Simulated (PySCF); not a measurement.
## Orbital energies and ionisation energy

C₄H₁₀Ge.
Z-matrix (Å and degrees, PBE0-D3(BJ)/def2-SVP geometry), rows numbered from 1:
```
C 
C   1  1.3388
Ge  2  1.9536  1  118.93
C   2  1.5055  1  122.32  3   179.31
C   4  1.5252  2  113.94  1   120.77
H   1  1.0944  2  122.40  3    -0.01
H   1  1.0976  2  121.19  3  -179.75
H   3  1.5417  2  111.82  1  -109.22
H   3  1.5428  2  109.81  1   131.31
H   3  1.5389  2  108.89  1    11.10
H   4  1.1053  2  108.72  1  -117.58
H   4  1.1037  2  108.99  1    -2.25
H   5  1.1018  4  111.78  2    60.76
H   5  1.1003  4  111.01  2  -179.40
H   5  1.1009  4  111.05  2   -59.18
```

Level: B3LYP/def2-SVPD (PySCF). Frontier orbitals with their largest atomic shares (Löwdin; up to four atoms above 4 %):

```
orbital  ε (eV)                           main atoms
 HOMO−3   -9.21   Ge3 30 %, H8 21 %, H9 12 %, C4 8 %
 HOMO−2   -9.17          Ge3 40 %, H10 30 %, H9 17 %
 HOMO−1   -8.22  C2 29 %, Ge3 22 %, C4 12 %, C1 10 %
   HOMO   -7.30                                    ?
   LUMO   -0.40    C1 33 %, C2 30 %, Ge3 8 %, H7 6 %
 LUMO+1    0.13   Ge3 37 %, H8 10 %, H10 9 %, H9 7 %
 LUMO+2    0.74  Ge3 40 %, H9 12 %, H8 10 %, C2 10 %
```

Problem. What vertical ionisation energy does ΔSCF give, and how far is −ε(HOMO) from it?

Solution. ΔSCF: 9.46 eV (912 kJ/mol; threshold wavelength 131 nm); ⟨S²⟩ of the doublet left behind is 0.753, against 0.75 for a pure doublet. −ε(HOMO) is 7.30 eV, 2.16 eV below it. For the exact functional −ε(HOMO) would equal the first vertical ionisation energy; B3LYP (global hybrid, 20 % exact exchange) falls short of its own ΔSCF value by 23 %. Holes in the HOMO−1 and HOMO−2 were tried too where these lie within 1.2 eV of the HOMO; the lowest converged state counts.

Problem. On which atoms does the HOMO lie?

Solution. C1 (terminal =CH2 carbon) 37 %, C2 (fully substituted alkene carbon) 33 %, C4 (allylic carbon) 6 %, Ge3 (germanium bonded to C and 3 H) 6 %, so no atom holds as much as 40 %. The HOMO−1 lies 0.92 eV lower.

Problem. What kinetic energy would electrons from this vertical process carry with 118.2 nm light (10.49 eV)?

Solution. 10.49 − 9.46 = 1.03 eV.

Problem. Shift the occupied levels rigidly so that −ε(HOMO) equals the ΔSCF value. What binding energies result?

Solution. The shift is +2.16 eV: HOMO 9.46, HOMO−1 10.38, HOMO−2 11.33, HOMO−3 11.37 eV. A rigid shift is only a rough guide to the deeper ionisations.

Problem. How many of the 10 lowest singlet excitations (vertical TDDFT, same level) lie below the ionisation energy?

Solution. All 10; they run from 6.52 to 7.85 eV.

Problem. What total energies stand behind the ΔSCF value?

Solution. E(N) = -2235.09933 Eh and E(N − 1) = -2234.75180 Eh at the same geometry, 0.34753 Eh apart.

Isolated species at its PBE0-D3(BJ)/def2-SVP geometry (one conformer only). The calculation is non-relativistic, for germanium too.

The run behind these numbers computed excited states and ΔSCF ions as well. Time: 99 s; peak memory 0.97 GiB. Hardware: one thread, Arm Neoverse V1 (aarch64), shared host.
